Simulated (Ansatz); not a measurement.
`C[SiH](N)CO` + H₂O → `N[SiH](O)CO` + CH₄  (formal hydrolysis of the Si–C bond)

Program: Ansatz. Geometries: PBE0-D4/def2-TZVP. ΔE: electronic, gas phase. CCSD(T)/CBS is the MP2 limit (def2-TZVPP, def2-QZVPP) plus CCSD(T) − MP2 in def2-TZVPP, frozen cores. This one scheme is used for every species. Functionals use def2-TZVPP. B3LYP here is the variant with VWN-RPA as its local correlation; programs differ in this. HSE06 is defined as in plane-wave codes. Each species was taken in one conformer, which may not be the lowest.

`C[SiH](N)CO`:

Cartesian coordinates in Å:
```
C -0.610 -1.693 0.018
Si 0.140 -0.101 0.631
N -1.120 1.095 0.642
C 1.400 0.600 -0.585
O 0.729 1.059 -1.751
H -0.992 -1.565 -0.998
H -1.429 -2.028 0.658
H 0.142 -2.485 -0.002
H 0.788 -0.311 1.962
H -0.970 1.969 1.123
H -2.073 0.792 0.773
H 1.990 1.407 -0.123
H 2.119 -0.165 -0.894
H -0.115 1.426 -1.456
```

H₂O:

Z-matrix (Å, degrees):
```
O
H 1 0.960
H 1 0.960 2 105.1
```

`N[SiH](O)CO`:

```xyz
12

N    -0.876   -0.092   -1.330
Si   -0.729   -0.051    0.392
O    -0.737   -1.601    0.937
C     0.941    0.765    0.660
O     1.913    0.047   -0.100
H    -0.937    0.776   -1.842
H    -1.497   -0.775   -1.737
H    -1.837    0.624    1.118
H     0.059   -2.105    0.757
H     1.242    0.704    1.710
H     0.938    1.835    0.399
H     1.519   -0.126   -0.963
```

CH₄:

Z-matrix (Å, degrees):
```
C
H 1 1.090
H 1 1.090 2 109.5
H 1 1.090 2 109.5 3 -120.0
H 1 1.090 2 109.5 3 120.0
```

| level | ΔE (kJ/mol) |
| --- | --- |
| HSE06-D4 | -102.5 |
| ωB97X-V | -110.0 |
| B2PLYP | -115.5 |
| PBE-QIDH | -108.2 |
| BLYP | -115.2 |
| B3LYP | -116.0 |
| MP2/def2-SVP | -109.8 |
| SCS-MP2/def2-TZVPP | -113.9 |

(1) What does CCSD(T)/CBS give? (Estimate.)

Largest T1 diagnostic among the species: 0.011.

Answers

(1) Ansatz gave: -107.0 kJ/mol. The listed levels differ from it by 4.5, -3.0, -8.5, -1.2, -8.2, -9.0, -2.8, -6.9 kJ/mol.

Leaving LDA and LC-ωPBE aside and taking each functional with its dispersion term where it has one, the values, not all of them listed here, spread over 18.1 kJ/mol, from BHLYP-D4 to revPBE-D4. In def2-TZVPP, CCSD(T) changes the Hartree–Fock value by +17.3 kJ/mol (the triples alone add +1.8 kJ/mol) and MP2 by +16.6 kJ/mol.

CCSD(T)/CBS has its own doubt, a few kJ/mol and more with outer-core shells, so smaller differences from it don't rank the levels.
